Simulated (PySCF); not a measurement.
**Structure elucidation problem**

The spectra below were simulated for a compound C$_{6}$H$_{9}$ClSi.

1H NMR (400 MHz, computed): δ 5.53 (m, 1H), 2.76 (m, 1H), 2.23 (m, 2H), 2.02 (s, 3H), 2.00 (m, 2H).

13C{1H} NMR (computed): δ 92.1 (C), 84.3 (C), 35.0 (CH2), 20.1 (CH), 4.9 (CH3).

- structure optimised with GFN2-xTB
- shielding tensors at PBE0/pcSseg-1 (GIAO)
- code: PySCF 2.14
- averaged over atoms made equivalent by symmetry, fast rotation or ring inversion, in vacuum, non-relativistic Hamiltonian, single conformer

References, each an isolated molecule treated in the same way: 1H, 13C against TMS.

Task: Which of these isomers gave the spectra?
A. C=C/C=C(/C=C)[SiH2]Cl
B. C#CC/C(Cl)=C(/C)[SiH3]
C. CC#C[C@H]1C[Si@@H](Cl)C1
D. C=C1[SiH2][C@H](Cl)/C1=C\C

Result: C. 

- Rings plus π bonds: 3 (1 ring in the answer).
- 5 carbon signals for 6 carbons: some carbons are equivalent by symmetry or fast rotation.
- Carbon types of the structure: 2 × C, 1 × CH, 2 × CH2, 1 × CH3, leaving 1 H on heteroatoms.
- δC 92.1, 84.3: alkyne carbon; the triple bond shields along its axis, which puts it between sp3 and sp2 carbons.
- δC 20.1: propargylic sp3 CH; aliphatic region, no heteroatom directly attached.
- δC 4.9: propargylic methyl carbon; aliphatic region, no heteroatom directly attached.
- δH 5.53: hydrogen on a silicon bonded to 2 C, Cl, in a 4-membered ring.
- δH 2.02: hydrogen on a propargylic methyl carbon.

The others: C=C/C=C(/C=C)[SiH2]Cl would give 6 carbon signals, not 5; C#CC/C(Cl)=C(/C)[SiH3] would give 6 carbon signals, not 5; C=C1[SiH2][C@H](Cl)/C1=C\C would give 6 carbon signals, not 5.

Shifts are as computed. Against solution values, carbons near 30 ppm lie about +3 ppm off and those near 130 ppm about +5 ppm. Of 1309 compounds with measured shifts, 239 miss one by over three times the rms of a fit or turn the order of signals round; such compounds aren't used in these exercises. No couplings were computed; multiplicities are counted from neighbouring protons, with m where these are inequivalent, close in shift, in a saturated or five-membered ring or joined by F or P, and br s for small geminal =CH2 splittings.
